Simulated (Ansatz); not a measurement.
`CB[Si](F)(F)F` + HCl → `F[Si](F)(F)BCl` + CH₄ at 500 K and 1 bar (ligand exchange at a B–C bond).

Program: Ansatz. Geometries: PBE0-D4/def2-TZVP. ΔE: electronic, gas phase. CBS: MP2 limit from def2 TZ/QZ plus the TZ coupled-cluster correction, frozen cores. This one scheme is used for every species. One conformer a species, not always the lowest.

```tsv
species	CCSD(T)/CBS energy (Eh)	H − E (kJ/mol)	S (J/(mol·K))
`CB[Si](F)(F)F`	-653.90979	203.3	444.0
HCl	-460.38127	32.5	201.9
`F[Si](F)(F)BCl`	-1073.86290	106.2	427.2
CH₄	-40.46206	135.6	206.8
```

H − E and S are ideal-gas, rigid-rotor, harmonic terms from PBE0-D4/def2-TZVP, for one conformer and one mirror image of each species. 1 Eh = 2625.50 kJ/mol, R = 8.31446 J/(mol·K).

**Question.** By hand: ΔE, ΔH, ΔS and ΔG.

**Answer.** ΔE = (-1073.86290) + (-40.46206) − (-653.90979) − (-460.38127) = -0.03390 Eh = -89.0 kJ/mol. Δ(H − E) = 106.2 + 135.6 − 203.3 − 32.5 = 6.0, so ΔH = -83.0 kJ/mol. ΔS = 427.2 + 206.8 − 444.0 − 201.9 = -11.9 J/(mol·K). ΔG = -83.0 − 500 × (-11.9)/1000 = -77.0 kJ/mol.

**Question.** By hand: the equilibrium constant, and the temperature at which ΔG would vanish if ΔH and ΔS stayed fixed.

**Answer.** log₁₀ K = −ΔG/(RT ln 10) = 8.0. ΔG = 0 at ΔH/ΔS = 6975 K, far beyond where these terms or the molecules hold.

The number of gas molecules stays the same, so ΔS is small and ΔH decides. A doubt of 5 kJ/mol in ΔE shifts log₁₀ K by 0.5 here. Other conformers and mirror images would add mixing entropy, several J/(mol·K) or more a flexible species. Modes under 60 cm⁻¹, often nearly free rotors, make the harmonic entropy too high. These are equilibria of isolated gas molecules and say nothing of rates. Largest T1 diagnostic: 0.013 (customary marks: 0.02 for closed shells, 0.045 for open ones).
